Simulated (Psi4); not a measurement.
C₃H₇ (SMILES [CH2-]CC), charge -1, singlet, geometry from GFN2-xTB (a gas-phase anion, which may not be bound at this level); Psi4 1.11 with R2SCAN/STO-3G.

Here is a job for Psi4.
```
memory 2 GB

molecule {
-1 1
C     0.00186015    0.10449024    0.56640373
C    -0.00172720    1.41771511   -0.19203030
C     0.00006446   -1.22825686   -0.25191409
H    -0.88084995    0.06118922    1.22991746
H     0.88915671    0.06252487    1.22385812
H     0.00293214   -2.12288703    0.38856881
H     0.88547984    1.38891864   -0.89834554
H    -0.89370483    1.38757606   -0.89225478
H    -0.88482823   -1.27117245   -0.89022816
H     0.88062988   -1.26984023   -0.89627193
no_reorient
}

set {
  basis sto-3g
}

energy('r2scan')
print_variables()
```

**Question.** Write the output that Psi4 gives for this input, abridged.

**Answer.** 
```
   => Loading Basis Set <=

    Name: STO-3G
    Role: ORBITAL
    Keyword: BASIS

         ---------------------------------------------------------
                                   SCF
               by Justin Turney, Rob Parrish, Andy Simmonett
                          and Daniel G. A. Smith
                              RKS Reference
         ---------------------------------------------------------

  ==> Geometry <==

    Molecular point group: c1
    Full point group: C1

    Geometry (in Angstrom), charge = -1, multiplicity = 1:

       Center              X                  Y                   Z               Mass
    ------------   -----------------  -----------------  -----------------  -----------------
         C            0.001832854265     0.063846896433     0.549471657619    12.000000000000
         C           -0.001754495735     1.377071766433    -0.208962372381    12.000000000000
         C            0.000037164265    -1.268900203567    -0.268846162381    12.000000000000
         H           -0.880877245735     0.020545876433     1.212985387619     1.007825032230
         H            0.889129414265     0.021881526433     1.206926047619     1.007825032230
         H            0.002904844265    -2.163530373567     0.371636737619     1.007825032230
         H            0.885452544265     1.348275296433    -0.915277612381     1.007825032230
         H           -0.893732125735     1.346932716433    -0.909186852381     1.007825032230
         H           -0.884855525735    -1.311815793567    -0.907160232381     1.007825032230
         H            0.880602584265    -1.310483573567    -0.913204002381     1.007825032230

  Running in c1 symmetry.

  Rotational constants: A =      1.04091  B =      0.28710  C =      0.25768 [cm^-1]
  Rotational constants: A =  31205.78451  B =   8607.18286  C =   7724.91536 [MHz]
  Nuclear repulsion =   74.930544060793906

  Charge       = -1
  Multiplicity = 1
  Electrons    = 26
  Nalpha       = 13
  Nbeta        = 13

  ==> Algorithm <==

  SCF Algorithm Type is DF.
  DIIS enabled.
  MOM disabled.
  Fractional occupation disabled.
  Guess Type is SAD.
  Energy threshold   = 1.00e-06
  Density threshold  = 1.00e-06
  Integral threshold = 1.00e-12

  ==> Primary Basis <==

  Basis Set: STO-3G
    Blend: STO-3G
    Number of shells: 16
    Number of basis functions: 22
    Number of Cartesian functions: 22
    Spherical Harmonics?: true
    Max angular momentum: 1

  ==> DFT Potential <==

[...]
   @DF-RKS iter   3:  -116.79256219580232   -9.36872e-02   2.16179e-03 ADIIS/DIIS
   @DF-RKS iter   4:  -116.79397207715718   -1.40988e-03   5.87706e-04 ADIIS/DIIS
   @DF-RKS iter   5:  -116.79408021091965   -1.08134e-04   2.44318e-05 DIIS
   @DF-RKS iter   6:  -116.79408054839163   -3.37472e-07   4.54871e-06 DIIS
   @DF-RKS iter   7:  -116.79408055452870   -6.13707e-09   1.80960e-06 DIIS
   @DF-RKS iter   8:  -116.79408055551374   -9.85040e-10   1.27901e-07 DIIS
  Energy and wave function converged.

  ==> Post-Iterations <==

   Electrons on quadrature grid:
      Ntotal   =   26.0000298227 ; deviation = 2.982e-05

    Orbital Energies [Eh]
    ---------------------

    Doubly Occupied:

[...]
      13A      0.339082

    Virtual:

[...]
    Final Occupation by Irrep:
              A
    DOCC [    13 ]
    NA   [    13 ]
    NB   [    13 ]

  @DF-RKS Final Energy:  -116.79408055551374

   => Energetics <=

    Nuclear Repulsion Energy =             74.9305440607939062
    One-Electron Energy =                -312.1282623655158659
    Two-Electron Energy =                 139.7078776669912656
    DFT Exchange-Correlation Energy =     -19.3042399177830717
    Empirical Dispersion Energy =           0.0000000000000000
    VV10 Nonlocal Energy =                  0.0000000000000000
    Total Energy =                       -116.7940805555137445

Computation Completed

Properties will be evaluated at   0.000000,   0.000000,   0.000000 [a0]

Properties computed using the SCF density matrix

 Multipole Moments:

 ------------------------------------------------------------------------------------
     Multipole            Electronic (a.u.)      Nuclear  (a.u.)        Total (a.u.)
 ------------------------------------------------------------------------------------

 L = 1.  Multiply by 2.5417464519 to convert [e a0] to [Debye]
 Dipole X            :          0.0030762           -0.0012895            0.0017867
 Dipole Y            :         -0.0770817           -1.9201197           -1.9972014
 Dipole Z            :          0.8815964           -0.7999245            0.0816719
 Magnitude           :                                                    1.9988714

 ------------------------------------------------------------------------------------

  Variable Map:
  ----------------------------------------------------------------------------
[...]
  Array Variable Map:
  ----------------------------------------------------------------------------
[...]
[...]
```
